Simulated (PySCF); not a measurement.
An unknown shows these calculated signals:

1H NMR (400 MHz, computed): δ 7.70 (d, 2H), 7.19 (m, 1H), 7.18 (m, 2H), 3.46 (br, 2H), 2.09 (s, 6H).

13C{1H} NMR (computed): δ 136.8 (CH), 127.5 (CH), 120.3 (CH), 44.7 (CH3).

Theoretical values (PySCF 2.14.0 with density-fitted response routines): PBE0-D3(BJ)/def2-SVP geometry, GIAO KT2/pcSseg-1 shieldings. Relativity neglected, one averaged value for each set of equivalent atoms, single conformer, gas phase.

δ = σ(ref) − σ, references computed at the same level: TMS for 1H, 13C.

Which of these does the molecule contain: a methoxy group, an OH group, a (CH3)2CH unit, an N-methyl group, a heteroaromatic ring?

## Answers


- A methoxy group: no.
- An OH group: no.
- A (CH3)2CH unit: no.
- An N-methyl group: yes (δC 44.7; δH 2.09 (s)).
- A heteroaromatic ring: yes.

The data belong to SMILES CN(C)[BH2-][n+]1ccccc1, C₇H₁₃BN₂; they needn't prove each group on their own.

Carbon signals by region: 3 in the sp2 and nitrile region (100–160 ppm), 1 below 50 ppm.

Hydrogens on boron are broadened and split by 11B (spin 3/2, 80 %) and 10B (spin 3). Shifts are as computed. Against solution values, carbons near 30 ppm lie about +2 ppm off and those near 130 ppm about -5 ppm. Of 1313 compounds with measured shifts, 239 miss one by over three times the rms of a fit or turn the order of signals round; such compounds aren't used in these exercises. Multiplicities follow the n + 1 count of equivalent neighbours, as no J values were calculated; m marks all less simple cases, F and P coupling included.
